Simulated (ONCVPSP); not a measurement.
## selenium (Se), ONCV: configuration errors across variants

```json
{"Element": "selenium (Se)", "Generator": "ONCVPSP 4.0.1", "Type": "optimised norm-conserving Vanderbilt (ONCV)", "Functional": "BLYP", "Relativity": "scalar-relativistic", "Frozen core": "[Ar] 3d10", "Valence charge": "6", "Reference configuration": "4s2 4p4", "Partial waves": "4s: rc 1.55 bohr, ncon 3, nbas 7, qcut 4.6 1/bohr, 3 projectors, debl 0.8 Ha; 4p: rc 1.80 bohr, ncon 3, nbas 8, qcut 3.7 1/bohr, 2 projectors, debl 1.9 Ha; d scattering state at 0.24 Ha: rc 1.45 bohr, ncon 4, nbas 7, qcut 6 1/bohr, 2 projectors, debl 2.4 Ha", "Local potential": "polynomial inside 1.40 bohr (lpopt 5, dvloc0 2 Ha)", "Core correction": "Teter function, fcfact 4.75, rcfact 1.3"}
```

All-electron excitation energies from the reference (eV): (1) 4s2 4p3 10.705; (2) 4s2 4p2 30.941; (3) 4s2 4p1 61.765; (4) 4s2 4p3.5 4.238.

2 further variants failed, have other tests or too few solved ones, and are left out.

A true bound ghost makes a file unfit for plane-wave use even where its test errors are small: the radial tests pick states by their node count and pass the ghost by.

Errors AE − PS in meV (a dash: test not solved or not reliable):

| change | (1) | (2) | (3) | (4) | bound ghosts | GHOST(+) flags above zero |
| --- | --- | --- | --- | --- | --- | --- |
| base | -0.4 | -9.6 | -43 | +0.2 | s, d | s |
| all radii but the core radius scaled by about 0.92 (s 1.42, p 1.66, d 1.34 bohr); local potential polynomial inside 1.28 bohr (lpopt 5, dvloc0 2 Ha) | +0.4 | -4.7 | -26 | +0.4 | s, d | d |
| all radii but the core radius scaled by about 1.03 (s 1.60, p 1.86, d 1.50 bohr); local potential polynomial inside 1.44 bohr (lpopt 5, dvloc0 2 Ha) | -0.9 | -12 | -51 | +0.1 | d | s |
| all radii but the core radius scaled by about 1.10 (s 1.70, p 1.98, d 1.60 bohr); local potential polynomial inside 1.54 bohr (lpopt 5, dvloc0 2 Ha) | -2.0 | -17 | -69 | -0.3 | none | s, d |
| all radii but the core radius scaled by about 1.18 (s 1.82, p 2.12, d 1.70 bohr); local potential polynomial inside 1.64 bohr (lpopt 5, dvloc0 2 Ha) | -3.0 | -23 | -86 | -0.6 | none | d |
| all radii but the core radius scaled by about 1.33 (s 2.06, p 2.40, d 1.92 bohr); local potential polynomial inside 1.86 bohr (lpopt 5, dvloc0 2 Ha) | -4.4 | -30 | -108 | -1.0 | none | s |

(1) Give the same row for: all radii but the core radius scaled by about 1.25 (s 1.94, p 2.26, d 1.82 bohr); local potential polynomial inside 1.76 bohr (lpopt 5, dvloc0 2 Ha).

Results:

(1) -4.0, -27, -101, -0.9; bound ghosts: none; GHOST(+) flags above zero: s, d.
